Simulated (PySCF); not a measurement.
Spin–orbit doublets of 2p levels

C₂H₁₀N₂Si.
Bonds: C1–Si2, Si2–C3, Si2–N4, N4–N5. Hydrogens: H6, H7, H8 on C1; H9 on Si2; H10, H11, H12 on C3; H13 on N4; H14, H15 on N5.

The calculation used delta-SCF UKS SCAN, pcX-2 on the ionised atom, pcseg-1 elsewhere, spin-free X2C (PySCF). Vertical ΔSCF values, vacuum level as zero. Spin–orbit coupling isn't in the SCF: each 2p doublet comes from a relaxed spin-free hole plus a matrix of the shell (mean-field spin–orbit coupling and the ground-state 2p splitting), with 2p3/2 averaged over its two sublevels. The splitting includes the ligand field, and 2p3/2 is the mean of two sublevels.

When a 2p electron fills a 1s hole, the emitted photon carries the energy difference of the two hole states (Kα1 from 2p3/2, Kα2 from 2p1/2), here at the ground state's geometry.

| atom | Kα1 (eV) | Kα2 (eV) | 2p3/2 binding energy (eV) |
| --- | --- | --- | --- |
| Si2 | 1739.87 | 1739.24 | 106.32 |

Problem. What are the 1s and 2p1/2 binding energies?

Solution. 1s = Kα1 + 2p3/2, and 2p1/2 = 1s − Kα2:

| atom | environment | 1s (eV) | 2p1/2 (eV) |
| --- | --- | --- | --- |
| Si2 | SiH silicon | 1846.19 | 106.95 |

Problem. And the 1s levels of the other atoms?

Solution. C1/C3 (Si-methyl carbon) 289.98 eV; N4 (hydrazine nitrogen) 404.71 eV; N5 (hydrazine nitrogen) 405.68 eV.

Topologically equivalent atoms share the value of their first member; where this conformer doesn't relate them by symmetry, their own values could differ. Geometry: GFN2-xTB, one conformer, isolated molecule.

Hardware: Arm Neoverse V1, one thread, shared host with 32 logical CPUs at a one-minute load of 19. Cost: 52 s, 0.60 GiB resident at most.

Shape of the structure used: `[CH3:1][SiH:2]([CH3:3])[NH:4][NH2:5]`: C1–Si2–N4–N5 176°, H–N5–N4–Si2 -67°, H–N5–N4–Si2 49°.
